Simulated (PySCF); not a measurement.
All values below come from PBE0-D3(BJ)/def2-TZVP in PySCF. Gas-phase values, no solvent. One relaxed conformer stands for a flexible species; it need not be the lowest. 

Reference species (SMILES): `C(OC)O` (C–O–C–O torsion 68°, O–C–O–H torsion 64°) (neutral, multiplicity 1).

```
Item             Result
-------------  --------
HOMO           -7.90 eV
HOMO–LUMO gap   9.15 eV
```

Changed species: `C(O)(O)C` (O–C–O–H torsion 74°, O–C–O–H torsion -74°).

Predict the effect on the HOMO and HOMO–LUMO gap.

the HOMO falls by 0.45 eV, to -8.35 eV; the HOMO–LUMO gap decreases by 0.25 eV, to 8.90 eV.
